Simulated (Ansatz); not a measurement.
**Energy profile**

The step: CH₅N ([CH3][NH2]) + H → CH₄N ([CH3][NH]) + H₂; bonds formed: H1–H4; bonds broken: H1–N2 (atoms numbered as in the saddle structure below).

| atom | x (Å) | y (Å) | z (Å) |
| --- | --- | --- | --- |
| H1 | -1.1918 | -0.3942 | 0.6084 |
| N2 | -0.6054 | 0.5576 | 0.0056 |
| C3 | 0.7939 | 0.2011 | -0.1034 |
| H4 | -1.5033 | -1.2411 | 0.8001 |
| H5 | -1.0317 | 0.4717 | -0.9191 |
| H6 | 1.2362 | 0.1401 | 0.8923 |
| H7 | 1.3090 | 1.0010 | -0.6480 |
| H8 | 0.9930 | -0.7362 | -0.6359 |

Electronic energies by CCSD(T) at an estimated basis limit (MP2 extrapolated from triple and quadruple zeta, plus CCSD(T) − MP2 in triple zeta), on PBE0-D4/def2-TZVP structures; CH₆N, doublet; no counterpoise correction; spin–orbit coupling, which lowers free halogen atoms and radicals such as OH and SH, is left out. Ansatz 0.2.0; basis: def2-TZVPP and def2-QZVPP; cores frozen in the correlated methods; orbitals are unrestricted. Extrapolation: Hartree–Fock as exp(−7.88 √X), correlation as X^−2.97.

Question: Give the profile in eV, counted from the separated reactants. (To be estimated.)

Answer: The calculation gives:
```
                                                                                        point      eV
separated: CH₅N (linked as [CH3][NH2]; H1, N2, C3, H5, H6, H7, H8; singlet) + H (H4; doublet)   0.000
                                                                              start structure  -0.009
                                                                                       saddle   0.511
                                                                                end structure  -0.105
separated: H₂ (H1, H4; singlet) + CH₄N (linked as [CH3][NH]; N2, C3, H5, H6, H7, H8; doublet)  -0.067
```

The T1 diagnostic stays at or below 0.018. ⟨S²⟩ of the unrestricted Hartree–Fock references: 0.75 to 0.79 (a pure state has 0.75).

For scale, one of the runs: CCSD(T)/def2-TZVPP, 146 basis functions, launched by `ansatz run in.yaml --threads 2 --pin off --events-out ev --progress --plain --max-ram 4352MiB`. Time: 45 s of wall clock on 2 CPU threads of an Arm Neoverse V1; the host was shared. Peak host memory: 2.1 GiB.
